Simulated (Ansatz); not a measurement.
C$_{3}$H$_{9}$NZn (`C[CH](C)[Zn][NH2]`), relaxed with RKS PBE0-D4/def2-TZVP in Ansatz 0.2.0 from a GFN2-xTB geometry. The force threshold is 0.005 eV/Å; the program also tests the step.

Charge 0, multiplicity 1.

Start:

```xyz
14

C     0.910   -1.154   -0.880
C    -0.268   -0.891    0.053
C     0.225   -0.652    1.477
Zn   -1.194    0.831   -0.541
N    -0.965    2.698   -0.661
H     1.510   -1.985   -0.500
H     0.571   -1.415   -1.881
H     1.560   -0.282   -0.950
H    -0.908   -1.775    0.054
H     0.851    0.238    1.531
H    -0.607   -0.532    2.169
H     0.825   -1.502    1.814
H    -1.569    3.293   -0.107
H    -0.940    3.128   -1.578
```

| step | energy (eV) | largest force (eV/Å) | largest move (Å) |
| --- | --- | --- | --- |
| 1 | -53156.9620 | 1.027 | 0.000 |
| 2 | -53157.1191 | 0.591 | 0.193 |
| 3 | -53157.2131 | 0.501 | 0.195 |
| 4 | -53157.2268 | 0.892 | 0.197 |
| 5 | -53157.2614 | 0.237 | 0.120 |
| 6 | -53157.2675 | 0.058 | 0.042 |
| 7 | -53157.2678 | 0.016 | 0.011 |
| 8 | -53157.2679 | 0.006 | 0.005 |
| 9 | -53157.2679 | 0.001 | 0.004 |
| 10 | -53157.2679 | 0.001 | 0.006 |

End:

```xyz
14

C     0.955   -1.184   -0.850
C    -0.139   -0.683    0.088
C     0.319   -0.760    1.542
Zn   -0.758    1.105   -0.396
N    -1.216    2.824   -0.800
H     1.265   -2.203   -0.581
H     0.633   -1.210   -1.895
H     1.852   -0.559   -0.801
H    -1.009   -1.341   -0.027
H     1.177   -0.108    1.734
H    -0.469   -0.476    2.246
H     0.632   -1.781    1.800
H    -1.967    3.269   -0.293
H    -1.275    3.107   -1.767
```

Hardware: 4 threads of an Arm Neoverse V1 on a shared host. Wall time 56 s, peak host memory 0.72 GiB.
